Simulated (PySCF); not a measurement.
## [La(P5)]2+ relaxed at several levels

Computed with PySCF 2.14.0, def2-SVP on the ligands, density fitting, scalar-relativistic core potentials, no spin-orbit coupling, vacuum. Each row is relaxed at its own level from the same template. Distances are means of the shortest metal–ligand contacts, charges and spins Mulliken's; removal energies are rigid, with the ligand's formal charge and no counterpoise, so too large; for an anion taken off a cation in vacuum most of it is the attraction of opposite charges, and multiply charged cations can part far more cheaply with an electron moved from ligand to metal. lcecp potentials hold a fixed number of 4f electrons in the core, out of states, spins and gaps.

```json
{"level": "PBE", "basis on the metal": "lcecp-1-SVP with ECP46", "point group": "C5v", "M–P5 (Å)": "3.082", "charge on M (e)": "1.36", "HOMO–LUMO gap (eV)": "–", "removal of one P5 (eV)": "20.83", "strongest infrared band, degenerate modes summed (cm⁻¹)": "193", "unstable modes (below −25 cm⁻¹)": "0"}
{"level": "PBE0", "basis on the metal": "def2-SVP with ECP46", "point group": "C5v", "M–P5 (Å)": "3.067", "charge on M (e)": "1.49", "HOMO–LUMO gap (eV)": "2.71", "removal of one P5 (eV)": "20.28", "strongest infrared band, degenerate modes summed (cm⁻¹)": "201", "unstable modes (below −25 cm⁻¹)": "0"}
```

**Question.** What does the calculation give for PBE0, lcecp-1-SVP with ECP46?

**Answer.** point group: C5v, M–P5 (Å): 3.079, charge on M (e): 1.45, removal of one P5 (eV): 20.31, strongest infrared band, degenerate modes summed (cm⁻¹): 201, unstable modes (below −25 cm⁻¹): 0.
```xyz
6

La    0.0000    0.0000   -1.3331
P     1.8227    0.0000    1.1484
P     0.5632    1.7335    1.1484
P    -1.4746    1.0714    1.1484
P    -1.4746   -1.0714    1.1484
P     0.5633   -1.7335    1.1484
```

One start shape was tried for each, so a minimum needn't be the lowest isomer.
